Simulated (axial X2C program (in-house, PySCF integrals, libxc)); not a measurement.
Ionising TiCl

All values come from calculations with an in-house all-electron X2C program for linear molecules (integrals from PySCF), spin-free (one-electron X2C) or two-component (2c: spin–orbit coupling with atomic mean-field Coulomb and Gaunt terms, which also bring small scalar terms), in Dyall basis sets with cores contracted in-house; open shells are unrestricted.

Basis sets: Cl dyall-av3z, Ti dyall-cv3z. Frozen shells (counts by l): TiCl Ti 3s2p, Cl 2s1p, 11 electrons correlated; TiCl⁺ Ti 3s2p, Cl 2s1p, 10 electrons correlated. Where the outer core of a metal is frozen, bonds come out longer and ionisation energies lower.

| Hamiltonian | level | TiCl state | Re (Å) | ωe (cm⁻¹) | De (eV) |
| --- | --- | --- | --- | --- | --- |
| spin-free | HF | M_S = 3/2, Λ = 3 | 2.362 | 377.8 | 3.65 |
| spin-free | PBE0 | M_S = 3/2, Λ = 3 | 2.253 | 410.4 | 4.61 |
| spin-free | MP2 | M_S = 3/2, Λ = 3 | 2.319 | 384.9 | 4.39 |
| spin-free | CCSD(T) | M_S = 3/2, Λ = 3 | 2.309 | 387.5 | 4.08 |
| 2c | HF | Ω = 3/2 | 2.362 | 377.7 | n/a |
| 2c | PBE0 | Ω = 3/2 | 2.253 | 410.4 | n/a |
| 2c | MP2 | Ω = 3/2 | 2.319 | 384.8 | n/a |

Adiabatic ionisation energy (minimum to minimum, no zero-point term) and constants of TiCl⁺:

```tsv
Hamiltonian	level	TiCl⁺ state	IE (eV)	Re (Å)	ωe (cm⁻¹)	De (eV)	fragments
spin-free	HF	M_S = 1, Λ = 2	6.77	2.241	445.7	2.43	Ti+ + Cl
spin-free	PBE0	M_S = 1, Λ = 2	6.94	2.136	485.7	4.13	Ti+ + Cl
spin-free	MP2	M_S = 1, Λ = 2	6.84	2.200	445.8	3.93	Ti+ + Cl
spin-free	CCSD(T)	M_S = 1, Λ = 2	6.85	2.186	450.7	3.90	Ti+ + Cl
2c	HF	Ω = 1	6.78	2.242	445.5	n/a	Ti+ + Cl
2c	PBE0	Ω = 1	6.95	2.136	485.5	n/a	Ti+ + Cl
2c	MP2	Ω = 1	6.85	2.200	445.6	n/a	Ti+ + Cl
```

Q: Add the zero-point terms to the ionisation energy at MP2, 2c, and say whether the electron removed was bonding.

A: IE0 = IE + (ωe⁺ − ωe)/2 = 6.85 + (0.004) = 6.85 eV. Re changes by -0.119 Å, so the bond shortens, as on loss of an antibonding or a polarising non-bonding electron.

Each entry is the lowest single determinant of a limited PBE0 search at one distance. De goes to single-determinant-based atoms at the same level (for ions the charge split of lowest energy) and is withheld (n/a) where an atom does not fit its ground term or J level. Main or longest-lived isotopes. One determinant is a doubtful description, or other states lie close, for TiCl, TiCl⁺; these need not be ground states, and all values refer to the states named. With several unpaired electrons the Ω given is that of one determinant, not necessarily of the lowest component. The functionals have no current term, which raises determinants with orbital currents.
